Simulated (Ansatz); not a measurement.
C2H10AlNSi can be A, `C[SiH2][N](C)[AlH2]`, or B, `C[NH][Al]([CH3])[SiH3]`.

Computed with Ansatz on PBE0-D4/def2-TZVP structures; ΔE is electronic, products minus reactants. CBS: MP2 limit from def2 TZ/QZ plus the TZ coupled-cluster correction, frozen cores. DFT in def2-TZVPP. B3LYP here is the variant with VWN-RPA as its local correlation; programs differ in this. One conformer a species, not always the lowest.

Question: Which is lower in electronic energy at CCSD(T)/CBS, and by how much? (Best estimate.)

Answer: Computed: A, by 10.3 kcal/mol.

Question: Give E(B) − E(A) in kcal/mol with MP2/def2-TZVPP, B2PLYP, ωB97M-V, r2SCAN-D4, CCSD(T)/def2-TZVPP, B3LYP, PBE0-D4. (An estimate is asked.)

Answer: The calculation gave: MP2/def2-TZVPP 12.6, B2PLYP 9.8, ωB97M-V 11.5, r2SCAN-D4 8.4, CCSD(T)/def2-TZVPP 10.1, B3LYP 7.7, PBE0-D4 6.9. None reverses the order clearly.

Largest T1 diagnostic: 0.012.

The D4 term adds +2.1 kcal/mol with B3LYP and +1.0 kcal/mol with PBE0; it sums over pairs of atoms, weighted by their polarisabilities, and B3LYP, whose exchange is more repulsive, gets the larger term. From PBE to PBE0 (25 % exact exchange), in def2-TZVPP and without D4, E(B) − E(A) moves by +1.9 kcal/mol.
